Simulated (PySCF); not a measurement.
**Bond curve of CaO**

Set-up: PySCF, no relativity, basis sets Ca 6-31G(d,p), O 6-31G(d,p). Energies in eV from Ca + O in their ground configurations at the same level. All curves are PBE0. state 1: ¹Σ⁺ (singlet), closed shell; state 2: ³Π (triplet), unpaired electrons σ ↑, π ↑, a second solution, started from another occupation; state 3: Ms = 0 determinant of mixed spin (⟨S²⟩ near 1.0), unpaired electrons σ ↓, π ↑, a second solution, started from another occupation.

```
R (Å)  state 1  state 2  state 3
1.546   -3.028    0.475    0.499
1.618   -3.720   -0.866   -0.846
1.690   -4.119   -1.836   -1.818
1.744   -4.265   -2.366   -2.350
1.798   -4.308   -2.757   -2.742
1.852   -4.269   -3.035   -3.021
1.924   -4.120   -3.265   -3.252
2.014   -3.825   -3.385   -3.372
2.122   -3.376   -3.360   -3.346
2.265   -2.707   -3.154   -3.137
```

Q: Put a parabola through the three lowest points of the state 1 curve and estimate Re, k and ωe (reduced mass 11.42 u; 1 eV/Å² = 0.16022 mdyn/Å; ωe = 1302.8·√(k/μ) cm⁻¹).

A: Through R = 1.744, 1.798, 1.852 Å the second-order coefficient is 14.1 eV/Å², so Re ≈ 1.799 Å, k ≈ 4.51 mdyn/Å and ωe ≈ 818 cm⁻¹. A polynomial fit of higher order to the unrounded PBE0 energies gives Re = 1.797 Å, k = 4.52 mdyn/Å, ωe = 819 cm⁻¹; anharmonicity and rounding make the difference.

The higher-order fit for each curve: state 1: Re = 1.797 Å, ωe = 819 cm⁻¹, De = 4.31 eV; state 2: Re = 2.048 Å, ωe = 572 cm⁻¹, minimum 3.39 eV below the ground-state fragments; state 3: Re = 2.047 Å, ωe = 575 cm⁻¹, minimum 3.38 eV below the ground-state fragments.
